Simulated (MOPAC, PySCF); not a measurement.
Energy landscape of AlF₂, doublet: symmetric bend, bond length relaxed. Scanned: F-Al-F angle. Other coordinates (Al-F bond length) were minimised at B3LYP/def2-TZVP.

- PM3, unrestricted, heats of formation (MOPAC)
- r2SCAN = unrestricted r2SCAN/cc-pVTZ (PySCF)
- CCSD(T) on UHF/cc-pVTZ, 7 core orbitals frozen (PySCF)

Energies in kcal/mol, each method relative to its own lowest point.

| a / ° | PM3 | r2SCAN | CCSD(T) |
|---|---|---|---|
| 180 | 1.48 | ___ | 17.15 |
| 170 | 1.34 | 14.04 | 15.68 |
| 160 | 0.96 | 11.08 | 12.05 |
| 150 | 0.51 | 7.26 | 7.73 |
| 140 | 0.14 | 3.70 | 3.87 |
| 130 | 0.00 | 1.11 | 1.13 |
| 120 | ___ | 0.00 | 0.00 |
| 110 | ___ | ___ | 0.99 |
| 100 | 5.44 | 4.47 | 4.88 |
| 90 | 11.22 | 11.90 | 12.79 |
| 80 | ___ | 25.21 | 26.79 |

Problem. What belongs in the gaps?

Solution. 
- 180, r2SCAN: 15.15
- 120, PM3: 0.40
- 110, PM3: 1.95
- 110, r2SCAN: 0.86
- 80, PM3: 19.73
